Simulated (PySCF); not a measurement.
## Tm²⁺: excitation energy

Tm²⁺ [Xe] 4f13 (2F) → Tm²⁺ [Xe] 4f12 6s1 (high-spin determinant), as a difference of total energies. Calculation: PySCF 2.14, in x2c-TZVPPall (11s7p7d4f2g, 113 functions); scalar relativity by spin-free X2C-1e. Correlated levels: valence: [Kr] 4d10 frozen; valence and next inner shell: [Ar] 3d10 frozen. The calculations carry no spin-orbit coupling.

```json
{"method": "UHF", "excitation energy (eV)": "-0.090"}
{"method": "PBE", "excitation energy (eV)": "4.393"}
{"method": "PBE0", "excitation energy (eV)": "3.541"}
{"method": "r2SCAN", "excitation energy (eV)": "3.659"}
{"method": "MP2 (valence)", "excitation energy (eV)": "4.669"}
{"method": "SCS-MP2 (valence)", "excitation energy (eV)": "4.074"}
{"method": "MP2 (valence and next inner shell)", "excitation energy (eV)": "5.159"}
{"method": "SCS-MP2 (valence and next inner shell)", "excitation energy (eV)": "4.412"}
```

Question: How much does correlation contribute at MP2 (valence and next inner shell)?

Answer: 5.159 − (-0.090) = 5.249 eV, measured against UHF.

A first-order spin-orbit estimate (lowest level to lowest level, LS coupling) adds -0.390 eV.

The basis was made for the ground configuration and has no added diffuse functions, so the excitation energy can come out too high.

The determinant of the upper state mixes LS terms, which raises its energy above the lowest term, most at the Hartree-Fock and MP2 levels.
